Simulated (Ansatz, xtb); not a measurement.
## BBrH2O2: where a starting geometry ends

The starting geometry of this gas-phase singlet has its atoms placed at random.

```xyz
6

B    -1.6502    0.5968    0.9428
Br    1.2327   -0.8120   -0.5335
O     0.0767    0.2042    1.5834
O    -1.2210   -0.3399   -1.7916
H    -0.3069   -1.3048    0.7948
H    -0.2332   -0.6973   -1.8653
```

Task: One run relaxed it with r2SCAN-D4/def2-SVP. What is a likely outcome?

Result: It ends as `OB(O)Br`. Contacts that close: B1–Br2 (3.53 → 1.97 Å), B1–O3 (1.88 → 1.35 Å), B1–O4 (2.92 → 1.35 Å), O3–H5 (1.75 → 0.96 Å).

The energy falls by 16.43 eV over 34 steps:

```csv
step,E − E(last) (eV)
1,16.430
5,9.361
8,8.845
12,7.335
16,7.086
19,6.923
23,3.881
27,2.028
30,0.269
34,0.000
```

Final geometry (Å):

```xyz
6

B    -0.4064   -0.3629   -0.1228
Br    1.2392   -1.2232   -0.7726
O    -0.5242   -0.0203    1.1752
O    -1.4213   -0.1133   -0.9734
H     0.2527   -0.2393    1.7019
H    -1.2419   -0.3942   -1.8777
```

From the same start GFN2-xTB ends elsewhere, in pieces: BHO2 + BrH.

From so rough a start the end depends on the optimiser's path, so another program may land elsewhere. The end wasn't checked by frequencies. Run with Ansatz 0.2.0, 2.7 min on 2 threads of AMD EPYC (Zen 3), with other jobs on the host.
